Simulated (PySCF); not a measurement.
Species: C₇H₁₁O (doublet state).
Atom-mapped SMILES: `[H]/[C:1]=[C:2](/[O:3][CH3:4])[C@@H:5]([CH3:6])[CH:7]=[CH2:8]` (hydrogens: H9 on C1; H10, H11, H12 on C4; H13 on C5; H14, H15, H16 on C6; H17 on C7; H18, H19 on C8)

Structure used (GFN2-xTB), in Å, numbered top down from 1:
```
atom  x, y, z in Å
C1    -1.3955   -0.8242   -0.8959
C2    -0.7739   -0.1873    0.0445
O3    -1.2346    0.9178    0.7062
C4    -2.4637    1.4165    0.2406
C5     0.6336   -0.5414    0.5934
C6     0.9576   -2.0228    0.4624
C7     1.6022    0.3217   -0.1449
C8     2.0765    1.4652    0.3192
H9    -1.2340   -1.6562   -1.5335
H10   -2.6832    2.3038    0.8312
H11   -2.3995    1.6782   -0.8210
H12   -3.2587    0.6738    0.3689
H13    0.6062   -0.2487    1.6466
H14    1.0102   -2.3160   -0.5832
H15    0.1975   -2.6253    0.9537
H16    1.9201   -2.2294    0.9264
H17    1.8741   -0.0283   -1.1322
H18    1.8028    1.8346    1.2935
H19    2.7527    2.0772   -0.2531
```

The hyperfine couplings belong to this conformer and change with its torsions.

Level of theory: UKS B3LYP, pcH-1 on C H O, non-relativistic, mean-field spin-orbit, GIAO in PySCF. The structure is a single GFN2-xTB conformer in the gas phase; no vibrational or solvent corrections. Couplings are sensitive to structure, and on GFN2-xTB geometries they can be far from those on DFT ones. Stability of the SCF solution: not tested.

Computed for the main isotopes (class means, splittings of 0.05 mT or more): g = 2.0025; H9 1H +12.5 MHz (0.45 mT); H13 1H +9.1 MHz (0.32 mT); H10/H11/H12 1H +2.2 MHz (0.08 mT); 16 first-order lines, 1.00 mT wide.

**Question.** What changes when 1H at H10/H11/H12 is replaced by 2H at all these sites?

**Answer.** The spin density stays the same (vibrational effects aside), so a scales with the nuclear g factor: 0.85744/5.58569 = 0.1535, so a goes from +2.2 to +0.3 MHz (0.012 mT). The spin goes from 1/2 to 1, so the 1:3:3:1 quartet becomes a 1:3:6:7:6:3:1 septet. The spectrum then has 28 first-order lines over 0.84 mT, counting the new splitting although it is under 0.05 mT.

Lines closer than 0.012 mT are merged, which leaves 16.

Lines, offset from centre (mT) (relative intensity): -0.41 (4), -0.39 (13), -0.37 (9), -0.35 (1), -0.09 (4), -0.07 (13), -0.05 (9), -0.03 (1), +0.04 (4), +0.06 (13), +0.08 (9), +0.10 (1), +0.36 (4), +0.38 (13), +0.40 (9), +0.42 (1)

**Question.** Give position and intensity of the satellites from 13C at C1.

**Answer.** a = +276.8 MHz, or 9.88 mT in magnitude, and I = 1/2, so to first order each main line has two satellites, at ±4.94 mT. The isotope's abundance is about 1.07 %, shared among 2 lines, so each has 0.54 % of the main line's intensity. At 340 mT second-order shifts move them to lower field by up to 0.07 mT.

**Question.** Where do the 13C satellites of C5 appear, and how strong are they?

**Answer.** a = +45.0 MHz, or 1.60 mT in magnitude, and I = 1/2, so to first order each main line has two satellites, at ±0.80 mT. The isotope's abundance is about 1.07 %, shared among 2 lines, so each has 0.54 % of the main line's intensity.

**Question.** Give position and intensity of the satellites from 13C at C2.

**Answer.** a = -39.1 MHz, or 1.39 mT in magnitude, and I = 1/2, so to first order each main line has two satellites, at ±0.70 mT. The isotope's abundance is about 1.07 %, shared among 2 lines, so each has 0.54 % of the main line's intensity.

Class means assume fast exchange of nuclei equivalent by connectivity; if that motion is slow, each nucleus keeps its own coupling.

Time: 79 s (with the writing of density and orbital grids); peak memory 0.98 GiB. Hardware: one thread of an Arm Neoverse V2 (shared host).
